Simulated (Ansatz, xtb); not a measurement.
## CH5NOSn: where a starting geometry ends

The starting geometry of this gas-phase singlet was built from a drawn formula by distance geometry and a force field; its bonds are those of `[CH2]1N[O][SnH2]1`.

```xyz
9

C    -0.7067    0.6719   -0.1231
N    -0.8099   -0.6470    0.5444
O     0.3855   -1.2334    0.2668
Sn    1.1989    0.2012   -0.8166
H    -1.4241    0.7628   -0.9541
H    -0.6526    1.5109    0.6099
H    -1.6066   -1.1924    0.1076
H     2.4726    1.0020   -0.0304
H     1.2354   -0.2346   -2.5605
```

Question: Predict what it relaxes into with r2SCAN-D4/def2-SVP.

Answer: It keeps its bonds, and is `[CH2]1N[O][SnH2]1`.

The energy falls by 0.61 eV over 10 steps:

```tsv
step	E − E(last) (eV)
1	0.612
2	0.121
3	0.046
4	0.029
5	0.005
6	0.003
7	0.001
8	0.000
9	0.000
10	0.000
```

Final geometry (Å):

```xyz
9

C    -0.8375    0.6902   -0.0698
N    -0.9227   -0.6471    0.4717
O     0.4156   -1.1821    0.4527
Sn    1.1652    0.2083   -0.8931
H    -1.6945    0.9762   -0.6993
H    -0.6743    1.4518    0.7106
H    -1.4531   -1.2316   -0.1813
H     2.5644    1.0126   -0.2796
H     1.5293   -0.4368   -2.4678
```

From the same start GFN2-xTB ends elsewhere, differing in C1–Sn4 (4.29 against 2.22 Å here).

No frequencies were run, so the end isn't proven a minimum. Atoms past krypton carry core potentials, without spin–orbit terms. Run with Ansatz 0.2.0, 40 s on 2 threads of Arm Neoverse N1 (shared host).
